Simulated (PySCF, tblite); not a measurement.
C₅H₁₀BFS₂.
Cartesian coordinates in Å at the GFN2-xTB level; atoms count from 1:
```
atom  x, y, z in Å
C1    -2.9011   -0.0200   -0.5381
C2    -1.5696    0.6224   -0.1726
C3    -0.5341   -0.4321    0.2087
C4     0.8043    0.1836    0.5983
S5     1.6182    1.0059   -0.8390
B6     3.2871    0.7364   -0.3147
S7     3.5117   -0.3303    1.0835
C8     1.7451   -0.8629    1.1810
F9     1.4081   -1.0933    2.4813
H10   -3.2931   -0.5895    0.3017
H11   -3.6291    0.7409   -0.8060
H12   -2.7816   -0.6935   -1.3834
H13   -1.1921    1.2012   -1.0172
H14   -1.7129    1.3072    0.6656
H15   -0.9011   -1.0134    1.0591
H16   -0.3819   -1.1142   -0.6313
H17    0.6534    0.9667    1.3495
H18    4.1894    1.2197   -0.8621
H19    1.6694   -1.8256    0.6587
```

Jobs on this species (19 atoms, 86 electrons) with PySCF (density fitting) and tblite. Hardware of each: one thread of an Arm Neoverse V2 (shared host). Other jobs ran on the host; a repeat could differ by tens of per cent or more.

```json
{"level and settings": "PBE0/pcSseg-1", "work": "shieldings, ring-centre shieldings, charges and field gradients", "basis functions": "217", "SCF cycles": "?", "wall time": "?"}
{"level and settings": "GFN2-xTB", "work": "Hessian by finite differences", "basis functions": "–", "SCF cycles": "–", "wall time": "0.72 s"}
{"level and settings": "GFN2-xTB", "work": "L-BFGS relaxation", "basis functions": "–", "SCF cycles": "–", "wall time": "0.91 s"}
```

Fill in the missing figures.

- PBE0/pcSseg-1; shieldings, ring-centre shieldings, charges and field gradients: 45 s, 14 SCF cycles

What do all jobs in the table cost together?

About 47 s; the longest takes about 97 % of that, and about 62 times as long as the shortest.
